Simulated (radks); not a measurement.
Problem. These are the eigenvalues of the occupied orbitals of an atom or ion with whole-number occupations (hartree). Calculated with a radial shooting solver on a logarithmic mesh with Libxc functionals: Dirac Kohn-Sham, PBE, spin-unpolarised, spherical densities, finite nucleus; Fermi nuclear charge, rms radius of each element as measured or else 0.836 A^(1/3) + 0.57 fm.

1s1/2: -974.4808
2s1/2: -144.9084
2p1/2: -134.9258
2p3/2: -127.8529
3s1/2: -27.27196
3p1/2: -23.27101
3p3/2: -22.00790
3d3/2: -14.92787
3d5/2: -14.67121
4s1/2: -4.21438
4p1/2: -2.93257
4p3/2: -2.71880
4d3/2: -0.76926
4d5/2: -0.74336
5s1/2: -0.47982

Which element is it, and in what charge state? The configuration may be excited. Open shells, if any, are shared by 2j + 1.

Solution. Z = 48, cadmium, charge +1: Cd+ in [Kr] 4d10 5s1. The list shows which subshells hold electrons but not how many an open one holds; the 1s level, -974.48 hartree, gives Z - s = 44.1 by -(Z - s)^2/2, which with screening and relativity narrows Z to a few neighbours, and the depths of the outer levels then fix element, charge and occupations together.
